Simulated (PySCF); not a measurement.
Several molecules and their computed UV-vis stick spectra, shuffled. Method: PySCF, TDDFT B3LYP/def2-SVPD, vertical, gas phase, core orbitals frozen in the response. Geometries: GFN2-xTB; one conformer of each isolated species. Triplets are in the Tamm–Dancoff approximation.

A. `C[Si]1(Cl)OCOCO1`
B. `CO[Si@@H](Cl)OCC=O`
C. `COCC(=O)O[SiH2]Cl`
D. `COC(=O)OC[SiH2]Cl`
E. `O[Si@H]1OC[C@H](Cl)CO1`

Lowest singlet levels (six at most, fewer where fewer were computed) with oscillator strengths:

1. 4.25 eV (f 0.000); 6.44 eV (f 0.012); 6.66 eV (f 0.001); 6.99 eV (f 0.000); 7.08 eV (f 0.017); 7.13 eV (f 0.004); T1 3.66 eV
2. 6.93 eV (f 0.002); 7.29 eV (f 0.009); 7.39 eV (f 0.003); 7.48 eV (f 0.005); 7.63 eV (f 0.015); 7.67 eV (f 0.003); T1 6.49 eV
3. 7.45 eV (f 0.001); 7.63 eV (f 0.000); 7.84 eV (f 0.099); 8.02 eV (f 0.012); 8.19 eV (f 0.040); 8.29 eV (f 0.093); T1 7.30 eV
4. 7.25 eV (f 0.003 summed over 2 states); 7.27 eV (f 0.000); 7.45 eV (f 0.017); 7.48 eV (f 0.003); 7.73 eV (f 0.005); 7.79 eV (f 0.015); T1 6.78 eV
5. 5.51 eV (f 0.002); 6.36 eV (f 0.004); 6.55 eV (f 0.023); 6.92 eV (f 0.003); 7.12 eV (f 0.007); 7.47 eV (f 0.003); T1 5.06 eV

Question: Match each spectrum to its molecule.

Answer: 1 = B, 2 = E, 3 = A, 4 = D, 5 = C.
- A: S1 at 7.45 eV, HOMO→LUMO (95%); Löwdin shares by element: HOMO oxygen 48%, carbon 10% or more (atoms not listed hold the other 43%); LUMO silicon 19%, carbon 18% or more, chlorine 13% (atoms not listed hold the other 50%); HOMO -8.11 and LUMO 0.18 eV; point group Cs, 1 of its 6 listed states under f = 0.0005.
- B: S1 at 4.25 eV, HOMO→LUMO (99%); S1 has the pattern of n→π* at C=O; HOMO -7.54 and LUMO -1.41 eV.
- C: S1 at 5.51 eV, HOMO→LUMO (83%), HOMO-1→LUMO (15%); Löwdin shares by element: HOMO oxygen 59% or more, carbon 18% or more (atoms not listed hold the other 23%); LUMO carbon 45% or more, oxygen 41% or more; HOMO -7.52 and LUMO -0.68 eV.
- D: S1 at 7.25 eV, HOMO-1→LUMO (82%); Löwdin shares by element: HOMO chlorine 66%, hydrogen 15% or more, silicon 14%; LUMO carbon 41%, silicon 13% (atoms not listed hold the other 46%); HOMO -8.13 and LUMO -0.12 eV.
- E: S1 at 6.93 eV, HOMO→LUMO (84%), HOMO→LUMO+1 (11%); Löwdin shares by element: HOMO oxygen 41% or more, chlorine 26%, carbon 12% or more (atoms not listed hold the other 20%); LUMO chlorine 24%, oxygen 13% or more, silicon 13%, carbon 11% or more (atoms not listed hold the other 39%); HOMO -8.13 and LUMO -0.20 eV; point group Cs.

Without π bonds the low states are Rydberg-like; a valence basis with one diffuse set may place them up to an eV too high.
